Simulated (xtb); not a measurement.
FNa, charge -1, doublet, at the geometry of the source list (GFN-xTB shapes and energies of metal compounds can be far from the true ones) (a state made from the parent by changing its charge; the spin is typed, not shown lowest); GFN2-xTB in xtb.

Input for xtb:
```
$ xtb mol.xyz --gfn 2 --chrg -1 --uhf 1 --json

# file mol.xyz
2

Na    -0.46820000    -0.38610000    -0.63250000
F      0.46820000     0.38610000     0.63250000
```

### Question
Predict the main parts of the log of this xtb run.

### Answer

```
   ID    Z sym.   atoms
    1   11 Na     1
    2    9 F      2

           -------------------------------------------------
          |                Calculation Setup                |
           -------------------------------------------------

           -------------------------------------------------
          |                 G F N 2 - x T B                 |
           -------------------------------------------------

          ...................................................
          :                      SETUP                      :
          :.................................................:
          :  # basis functions                   8          :
          :  # atomic orbitals                   8          :
          :  # shells                            4          :
          :  # electrons                         9          :
          :  max. iterations                   250          :
          :  Hamiltonian                  GFN2-xTB          :
          :  restarted?                      false          :
          :  GBSA solvation                  false          :
          :  PC potential                    false          :
          :  electronic temp.          300.0000000     K    :
          :  accuracy                    1.0000000          :
          :  -> integral cutoff          0.2500000E+02      :
          :  -> integral neglect         0.1000000E-07      :
          :  -> SCF convergence          0.1000000E-05 Eh   :
          :  -> wf. convergence          0.1000000E-03 e    :
          :  Broyden damping             0.4000000          :
          :  net charge                         -1          :
          :  unpaired electrons                  1          :
          ...................................................

 iter      E             dE          RMSdq      gap      omega  full diag
   1     -4.8701283 -0.487013E+01  0.222E+01    2.59       0.0  T
   2     -5.0858530 -0.215725E+00  0.120E+01    2.39       1.0  T
   3     -5.0860176 -0.164580E-03  0.488E+00    2.24       1.0  T
   4     -5.0860418 -0.241534E-04  0.234E-01    2.15       1.0  T
   5     -5.0860424 -0.669048E-06  0.731E-02    2.15       1.0  T
   6     -5.0860424 -0.285874E-07  0.555E-03    2.15      12.7  T
   7     -5.0860425 -0.748416E-08  0.230E-03    2.15      30.8  T
   8     -5.0860425 -0.289360E-10  0.467E-04    2.15     151.5  T
   9     -5.0860425 -0.209077E-11  0.582E-06    2.15   12144.6  T

   *** convergence criteria satisfied after 9 iterations ***

         :::::::::::::::::::::::::::::::::::::::::::::::::::::
         ::                     SUMMARY                     ::
         :::::::::::::::::::::::::::::::::::::::::::::::::::::
         :: total energy              -5.076878891670 Eh    ::
         :: gradient norm              0.061277873548 Eh/a0 ::
         :: HOMO-LUMO gap              2.147148298769 eV    ::
         ::.................................................::
         :: SCC energy                -5.086042456434 Eh    ::
         :: -> isotropic ES            0.238747126424 Eh    ::
         :: -> anisotropic ES         -0.005370276993 Eh    ::
         :: -> anisotropic XC          0.001860829798 Eh    ::
         :: -> dispersion             -0.000224788308 Eh    ::
         :: repulsion energy           0.009163564764 Eh    ::
         :: add. restraining           0.000000000000 Eh    ::
         :: total charge              -1.000000000000 e     ::
         :::::::::::::::::::::::::::::::::::::::::::::::::::::

           -------------------------------------------------
          |                Property Printout                |
           -------------------------------------------------

    * Orbital Energies and Occupations

         #    Occupation            Energy/Eh            Energy/eV
      -------------------------------------------------------------
         1        2.0000           -0.3552446              -9.6667
         2        2.0000           -0.0841713              -2.2904
         3        2.0000           -0.0841713              -2.2904
         4        2.0000           -0.0819985              -2.2313
         5        1.0000            0.1063376               2.8936 (HOMO)
         6                          0.1852438               5.0407 (LUMO)
         7                          0.1852438               5.0407
         8                          0.3995767              10.8730
      -------------------------------------------------------------
                  HL-Gap            0.0789062 Eh            2.1471 eV
             Fermi-level            0.0789801 Eh            2.1492 eV

     #   Z          covCN         q      C6AA      α(0)
     1  11 Na       0.598    -0.169   182.465    49.123
     2   9 F        0.598    -0.831    20.411     5.329

 Mol. C6AA /au·bohr⁶  :        268.216776
 Mol. C8AA /au·bohr⁸  :      27174.847657
 Mol. α(0) /au        :         54.451809

Wiberg/Mayer (AO) data.
largest (>0.10) Wiberg bond orders for each atom

 ---------------------------------------------------------------------------
     #   Z sym  total        # sym  WBO       # sym  WBO       # sym  WBO
 ---------------------------------------------------------------------------
     1  11 Na   0.326 --     2 F    0.326
     2   9 F    0.326 --     1 Na   0.326
 ---------------------------------------------------------------------------

Topologies differ in total number of bonds
Writing topology from bond orders to xtbtopo.mol

molecular dipole:
                 x           y           z       tot (Debye)
 q only:       -0.586      -0.483      -0.792
   full:        0.133       0.110       0.180       0.634
molecular quadrupole (traceless):
                xx          xy          yy          xz          yz          zz
 q only:        0.198      -0.968       0.573      -1.586      -1.308      -0.771
  q+dip:        0.520      -2.548       1.509      -4.175      -3.443      -2.029
   full:        0.699      -3.425       2.028      -5.610      -4.626      -2.727

           -------------------------------------------------
          | TOTAL ENERGY               -5.076878891670 Eh   |
          | GRADIENT NORM               0.061277873548 Eh/α |
          | HOMO-LUMO GAP               2.147148298769 eV   |
           -------------------------------------------------

normal termination of xtb
```
